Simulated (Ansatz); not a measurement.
Cost and result for the atomization energy of `OC1=N[SiH2]N1` (9 atoms, 9 bonds).

```xyz
9

O    -2.020    0.117    0.516
C    -0.780   -0.025    0.064
N    -0.406   -0.097   -1.175
Si    1.220   -0.102   -0.531
N     0.263   -0.129    0.960
H    -2.587    0.172   -0.265
H     2.020    1.130   -0.722
H     2.065   -1.300   -0.745
H     0.225    0.233    1.897
```

Charge 0, multiplicity 1. All single points use the PBE0-D4/def2-TZVP geometry. It is one conformer, not always the lowest. Program: Ansatz. All runs use 2 threads of an Arm Neoverse V1 on a shared host. Times are those of one run each, without the atoms' runs, and a repeat can differ threefold. Electronic energies, without spin–orbit coupling; frozen cores. CCSD(T)/CBS adds CCSD(T) − MP2 in def2-TZVPP to the MP2 limit, and its time is that of the two runs behind it. T1 = 0.014. B3LYP takes the VWN-RPA correlation (the form of Gaussian; ORCA's B3LYP/G). HSE06 is the plane-wave form, built on full-range PBE exchange.

CCSD(T)/CBS is a level of theory with its own doubt, some kJ/mol a heavy atom from the limit and from the frozen cores, so smaller differences don't rank the functionals.

| level | functions | wall time | atomization (kcal/mol) | difference from CCSD(T)/CBS | per bond |
| --- | --- | --- | --- | --- | --- |
| BLYP-D4/def2-TZVPP | 222 | 2.7 s | 834.0 | 9.3 | 1.0 |
| PBE-D4/def2-TZVPP (with forces) | 222 | 3.4 s | 856.7 | 32.0 | 3.6 |
| PBE0-D4/def2-TZVPP | 222 | 3.8 s | 829.2 | 4.5 | 0.5 |
| BHLYP-D4/def2-TZVPP | 222 | 4.1 s | 788.5 | -36.2 | -4.0 |
| HSE06-D4/def2-TZVPP | 222 | 4.3 s | 830.2 | 5.5 | 0.6 |
| CAM-B3LYP-D4/def2-TZVPP | 222 | 4.4 s | 831.6 | 6.9 | 0.8 |
| CCSD(T)/def2-SVP | 94 | 5 s | 757.4 | -67.3 | -7.5 |
| B3LYP-D4/def2-TZVPP (with forces) | 222 | 6 s | 826.9 | 2.2 | 0.2 |
| r2SCANh-D4/def2-TZVPP | 222 | 7 s | 817.3 | -7.4 | -0.8 |
| ωB97X-V/def2-TZVPP | 222 | 11 s | 833.3 | 8.6 | 1.0 |
| MP2/def2-QZVPP | 418 | 26 s | 837.0 | 12.3 | 1.4 |
| CCSD(T)/def2-TZVPP | 222 | 2.3 min | 794.1 | -30.6 | -3.4 |
| CCSD(T)/CBS(def2) | – | 2.7 min | 824.7 | 0.0 | 0.0 |

At CCSD(T), def2-SVP lies −67.4 kcal/mol from the extrapolated value and def2-TZVPP −30.6 kcal/mol: correlation converges slowly with the basis, and small sets miss more of it in the bonded molecule than in its fragments. From PBE to PBE0 (25 % exact exchange), in def2-TZVPP and without D4, the atomization energy moves by −26.8 kcal/mol: exact exchange takes away binding that semilocal exchange gives to molecules. In def2-TZVPP, CCSD(T) changes the Hartree–Fock value by +260.1 kcal/mol (the triples alone add +18.5 kcal/mol) and MP2 by +284.5 kcal/mol; breaking electron pairs costs correlation energy, which Hartree–Fock lacks.
